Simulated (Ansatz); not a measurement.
`[BH2][SnH]([OH])[OH]`, relaxed with RKS PBE-D4/def2-SVP in Ansatz from a rough embedded geometry. The force threshold is 0.03 eV/Å; the program also tests the step.

Charge 0, multiplicity 1. Sn: def2 effective core potential.

Start:

```xyz
9

B    -0.642    1.498    0.592
Sn    0.229   -0.406    0.066
O     2.107   -0.095   -0.462
O    -0.724   -1.252   -1.388
H    -0.043    2.543    0.535
H    -1.840    1.586    0.935
H     0.164   -1.496    1.471
H     2.464   -1.040   -0.626
H    -1.714   -1.338   -1.123
```

Problem. By how much does the energy fall, and how many steps does the optimiser take? (Best estimate.)

Solution. Computed: 41.48 kJ/mol, in 25 steps, 4 of them rejected.

Problem. Which bonds change most? (Estimate.)

Solution. Computed: B1–Sn2 from 2.159 to 2.257 Å; Sn2–O4 from 1.932 to 2.024 Å; O4–H9 from 1.029 to 0.977 Å; O3–H8 from 1.024 to 0.977 Å.

Problem. Give the relaxed structure. (Best estimate.)

Solution. The calculation gave: 
```xyz
9

B    -0.657    1.686    0.665
Sn    0.046   -0.400    0.168
O     1.981   -0.187   -0.381
O    -1.015   -0.923   -1.474
H    -0.492    2.556   -0.163
H    -1.195    1.941    1.723
H    -0.036   -1.738    1.285
H     2.449   -1.040   -0.293
H    -1.081   -1.896   -1.530
```
